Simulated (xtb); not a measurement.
Sn(OH)2(PH2)2 (H6O2P2Sn), SMILES [OH][Sn]([OH])([PH2])[PH2]. All values are semi-empirical tight-binding results from xtb (GFN2-xTB unless named), good for trends rather than for accurate numbers. Coordinates come from a GFN2-xTB optimisation. The structure was generated by enumeration; whether it is a known compound was not checked. One conformer was computed; it need not be the lowest.

For metal compounds this method's bond lengths and energies can be far off.

### Question
Estimate the properties. (Estimate from the structure and the level; the computed values follow.)

### Answer

| Property | Value |
|---|---|
| orbital gap | 2.08 eV |
| zero-point energy | 35.9 kcal/mol |
| G − E(el) at 298.15 K (modified RRHO) | 11.6 kcal/mol |
